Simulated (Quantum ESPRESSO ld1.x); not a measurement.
Results of a calculation; reference values are marked as such.
All-electron atom: Eu49+ in [Ne] 3s2 3p2.

Code: ld1.x of Quantum ESPRESSO 7.5. Model: scalar-relativistic Kohn-Sham, LDA (Slater exchange, Perdew-Zunger correlation), spin-polarised, spherical densities, point nucleus; open shells are filled with parallel spins first.

Energy parts (eV):
| part | energy |
|---|---|
| total | -229505.8 |
| kinetic | 249716.9 |
| electron-nucleus | -500683.1 |
| Hartree | 24712.8 |
| exchange-correlation | -3252.3 |

Orbitals (lengths in bohr, moments of r in powers of bohr; <r^-3> diverges for s and p1/2):
| orbital | occ. | eigenvalue (eV) | <1/r> | <r^-3> | <r> |
|---|---|---|---|---|---|
| 1s up | 1 | -51782.1 | 70.20 | - | 0.02232 |
| 1s down | 1 | -51775.4 | 70.20 | - | 0.02232 |
| 2s up | 1 | -11228.5 | 16.49 | - | 0.09392 |
| 2s down | 1 | -11222.4 | 16.49 | - | 0.09388 |
| 2p up | 3 | -10398.8 | 15.42 | 11080 | 0.08259 |
| 2p down | 3 | -10391.6 | 15.42 | 11080 | 0.08257 |
| 3s up | 1 | -4502.04 | 6.707 | - | 0.2265 |
| 3s down | 1 | -4481.97 | 6.699 | - | 0.2267 |
| 3p up | 2 | -4250.35 | 6.373 | 2952 | 0.2203 |
| 3p down | 0 | -4230.20 | 6.368 | 2949 | 0.2205 |
| 3d up | 0 | -3994.08 | 6.072 | 420.4 | 0.1939 |
| 3d down | 0 | -3976.52 | 6.079 | 422.2 | 0.1938 |
| 4s up | 0 | -2391.08 | 3.588 | - | 0.4206 |
| 4s down | 0 | -2383.64 | 3.578 | - | 0.4216 |

The highest occupied level is 3p up at -4250.4 eV. Summed over all electrons, <r^2> = 0.3008 bohr^2, which gives a Langevin (diamagnetic) susceptibility term of -0.238 x 10^-6 cm^3/mol.
